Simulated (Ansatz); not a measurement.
The cluster Cd3⁺. Charge 1, multiplicity 2. Geometry r2SCAN/def2-TZVP; atoms count from 1.

```xyz
3

Cd   -0.001   -0.004    0.014
Cd    1.015    2.584    0.700
Cd   -1.014   -2.581   -0.714
```

In the def2 sets Cd takes a core potential; there is no spin–orbit coupling. The structure comes from a short search, and lower isomers may exist.

Problem. Estimate the Mulliken populations from the PBE0/def2-TZVP orbitals of Ansatz.

Solution. 
```csv
atom,charge (e),spin (α − β),d electrons
Cd1,0.25,0.27,9.99
Cd2,0.37,0.36,9.99
Cd3,0.37,0.36,9.99
```
Mulliken values and Mayer orders depend strongly on the basis.

Problem. Where does the spin sit?

Solution. Summed by element: Cd 1.00, of 1 unpaired in all. Largest on single atoms: Cd2 0.36, Cd3 0.36, Cd1 0.27.

Problem. And the Mayer bond orders between bonded heavy atoms (over 0.3)?

Solution. Cd1–Cd2 0.62 (2.86 Å); Cd1–Cd3 0.62 (2.86 Å).
